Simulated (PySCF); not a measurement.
Two-photon absorption: `InChI=1S/C6H6N2O2/c1-4(9)6-7-2-5(10)3-8-6/h2-3,10H,1H3`

Geometry:
| atom | x (Å) | y (Å) | z (Å) |
| --- | --- | --- | --- |
| C1 | 2.784 | -0.619 | -0.179 |
| C2 | 1.958 | 0.548 | 0.280 |
| O3 | 2.422 | 1.573 | 0.713 |
| C4 | 0.479 | 0.339 | 0.155 |
| N5 | -0.311 | 1.373 | 0.411 |
| C6 | -1.610 | 1.196 | 0.305 |
| C7 | -2.164 | -0.034 | -0.058 |
| O8 | -3.485 | -0.263 | -0.174 |
| C9 | -1.244 | -1.060 | -0.310 |
| N10 | 0.051 | -0.869 | -0.206 |
| H11 | 3.839 | -0.415 | -0.017 |
| H12 | 2.481 | -1.512 | 0.361 |
| H13 | 2.596 | -0.797 | -1.235 |
| H14 | -2.234 | 2.059 | 0.516 |
| H15 | -3.989 | 0.537 | 0.029 |
| H16 | -1.579 | -2.046 | -0.601 |

The calculation used TDDFT PBE0/def2-SVPD excited states, vertical, gas phase in PySCF. Geometry: GFN2-xTB.

(1) Give the one- and two-photon strengths of the lowest singlets.

## Answers

(1) δ for parallel linear polarisation; σ at the peak of a Lorentzian of half width 0.1 eV, single beam; Ω is circular over linear.
```
state  E (eV)      f  photon λ (nm)  δ (au)  σ (GM)     Ω                                  main
   S1    3.49  0.000            711    <0.1    0.00     –                        HOMO→LUMO 0.94
   S2    4.09  0.001            607    0.31    0.00  1.11  HOMO−1→LUMO 0.74, HOMO−1→LUMO+1 0.12
   S3    4.14  0.002            600    1.15    0.01  1.43  HOMO−1→LUMO+1 0.42, HOMO→LUMO+1 0.34
   S4    4.63  0.001            535    2.53    0.02  0.64  HOMO→LUMO+1 0.55, HOMO−1→LUMO+1 0.45
   S5    5.17  0.058            479    22.9    0.23  0.64  HOMO−2→LUMO+1 0.84, HOMO−4→LUMO 0.10
```

Among these, the strongest one-photon state is S5, the strongest two-photon state S5, with a dipole change of 0.5 D (relaxed, norm of the difference vector).
